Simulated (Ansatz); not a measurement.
Ansatz (a program for electronic structure) input:

Ansatz 0.2 input:
```yaml
crystal:
  periodic: [false, false, false]
  atoms:
    - {symbol: Ge, position_ang: [-0.38631198, 0.31693789, -0.30276315]}
    - {symbol: O, position_ang: [-1.59573108, -0.84364772, -0.35082464]}
    - {symbol: Cl, position_ang: [1.47810778, -0.19957827, 0.73500107]}
basis:
  gaussian:
    orbitals: def2-TZVP
hamiltonian:
  xc: {name: PBE}
magnetization: {spin_polarized: true, initial_magnetization: 1}
relax: {f_tol: 0.003, max_steps: 100}
```

Which total energy does the run end on?

-2611.90580 Eh (PBE/def2-TZVP). The basis has 116 functions.

It need not be the lowest isomer of its formula.
